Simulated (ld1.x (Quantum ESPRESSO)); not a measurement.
Scattering properties, PAW potential for cadmium

ld1.x (Quantum ESPRESSO) 7.5 input, shortened:

```
&input
   title='Cd', zed=48., rel=2, dft='PBE', iswitch=3,
   config='[Kr] 4d10 5s2 5p0', rel_dist='average'
 /
 &inputp
   pseudotype=3, lpaw=.true., tm=.true., lloc=-1, rcloc=1.15,
   nlcc=.true., rcore=1.05,
   which_augfun='BESSEL', rmatch_augfun=1.15
 /
6
4S  1  0   2.00   0.00  1.15  1.35  0.0
5S  2  0   2.00   0.00  1.15  1.35  0.0
4P  2  1   6.00   0.00  1.30  1.40  0.0
5P  3  1   0.00   0.00  1.30  1.40  0.0
4D  3  2  10.00   0.00  1.40  1.65  0.0
4D  3  2   0.00   3.80  1.40  1.65  0.0
 &test
   configts(1)='4s2 4p6 4d10 5s2 5p0'
 /
```

Open shells are filled in proportion to 2j + 1 (rel_dist='average').

The phase is arctan(r·u′/u) with u = r·R(r), unwrapped; energies in Ry, scanned from -10 to 5 Ry. A pole is an energy at which the radial function vanishes at the test radius. The pseudo phase is shifted by a multiple of π to meet the all-electron one at the reference energy, and phase errors are pseudo minus all-electron; the curves can meet again beyond the range given. Levels narrower than the energy grid can be missing from the lists of poles.

```json
{"channel": "s", "radius (bohr)": "1.79", "reference energy (Ry)": "-0.42", "poles, all-electron": "-7.56", "poles, pseudo": "-7.56", "unbroken range about the reference energy with phases within 0.05 rad": "the whole range", "phase error 1 Ry above the reference energy (rad)": "+0.001"}
{"channel": "p1/2", "radius (bohr)": "1.79", "reference energy (Ry)": "-0.10", "poles, all-electron": "-4.85", "poles, pseudo": "-4.85", "unbroken range about the reference energy with phases within 0.05 rad": "the whole range", "phase error 1 Ry above the reference energy (rad)": "+0.000"}
{"channel": "p3/2", "radius (bohr)": "1.79", "reference energy (Ry)": "-0.08", "poles, all-electron": "-4.35", "poles, pseudo": "-4.35", "unbroken range about the reference energy with phases within 0.05 rad": "the whole range", "phase error 1 Ry above the reference energy (rad)": "+0.000"}
{"channel": "d3/2", "radius (bohr)": "1.79", "reference energy (Ry)": "-0.89", "poles, all-electron": "0.21", "poles, pseudo": "-2.11, 0.14", "unbroken range about the reference energy with phases within 0.05 rad": "above -1.2", "phase error 1 Ry above the reference energy (rad)": "-0.015"}
{"channel": "d5/2", "radius (bohr)": "1.79", "reference energy (Ry)": "-0.84", "poles, all-electron": "0.30", "poles, pseudo": "-2.73, 0.25", "unbroken range about the reference energy with phases within 0.05 rad": "above -1.2", "phase error 1 Ry above the reference energy (rad)": "-0.010"}
```

The ghost test of this file was not conclusive.

Phases in the s channel:

```json
{"E (Ry)": "-10.00", "all-electron": "1.344", "pseudo": "1.345"}
{"E (Ry)": "-9.52", "all-electron": "1.326", "pseudo": "1.326"}
{"E (Ry)": "-9.04", "all-electron": "1.294", "pseudo": "1.295"}
{"E (Ry)": "-8.56", "all-electron": "1.221", "pseudo": "1.221"}
{"E (Ry)": "-8.08", "all-electron": "0.666", "pseudo": "0.667"}
{"E (Ry)": "-7.60", "all-electron": "-1.548", "pseudo": "-1.548"}
{"E (Ry)": "-7.12", "all-electron": "-1.686", "pseudo": "-1.686"}
{"E (Ry)": "-6.64", "all-electron": "-1.732", "pseudo": "-1.732"}
{"E (Ry)": "-6.16", "all-electron": "-1.760", "pseudo": "-1.759"}
{"E (Ry)": "-5.68", "all-electron": "-1.781", "pseudo": "-1.781"}
{"E (Ry)": "-5.20", "all-electron": "-1.800", "pseudo": "-1.800"}
{"E (Ry)": "-4.72", "all-electron": "-1.819", "pseudo": "-1.819"}
{"E (Ry)": "-4.24", "all-electron": "-1.839", "pseudo": "-1.839"}
{"E (Ry)": "-3.76", "all-electron": "-1.861", "pseudo": "-1.861"}
{"E (Ry)": "-3.28", "all-electron": "-1.887", "pseudo": "-1.886"}
{"E (Ry)": "-2.80", "all-electron": "-1.917", "pseudo": "-1.916"}
{"E (Ry)": "-2.32", "all-electron": "-1.954", "pseudo": "-1.953"}
{"E (Ry)": "-1.84", "all-electron": "-2.000", "pseudo": "-2.000"}
{"E (Ry)": "-1.36", "all-electron": "-2.061", "pseudo": "-2.061"}
{"E (Ry)": "-0.88", "all-electron": "-2.145", "pseudo": "-2.145"}
{"E (Ry)": "-0.40", "all-electron": "-2.265", "pseudo": "-2.265"}
{"E (Ry)": "0.08", "all-electron": "-2.449", "pseudo": "-2.449"}
{"E (Ry)": "0.56", "all-electron": "-2.735", "pseudo": "-2.733"}
{"E (Ry)": "1.04", "all-electron": "-3.144", "pseudo": "-3.141"}
{"E (Ry)": "1.52", "all-electron": "-3.589", "pseudo": "-3.583"}
{"E (Ry)": "2.00", "all-electron": "-3.932", "pseudo": "-3.925"}
{"E (Ry)": "2.48", "all-electron": "-4.156", "pseudo": "-4.148"}
{"E (Ry)": "2.96", "all-electron": "-4.301", "pseudo": "-4.293"}
{"E (Ry)": "3.44", "all-electron": "-4.399", "pseudo": "-4.391"}
{"E (Ry)": "3.92", "all-electron": "-4.469", "pseudo": "-4.460"}
{"E (Ry)": "4.40", "all-electron": "-4.522", "pseudo": "-4.512"}
{"E (Ry)": "4.88", "all-electron": "-4.563", "pseudo": "-4.552"}
```
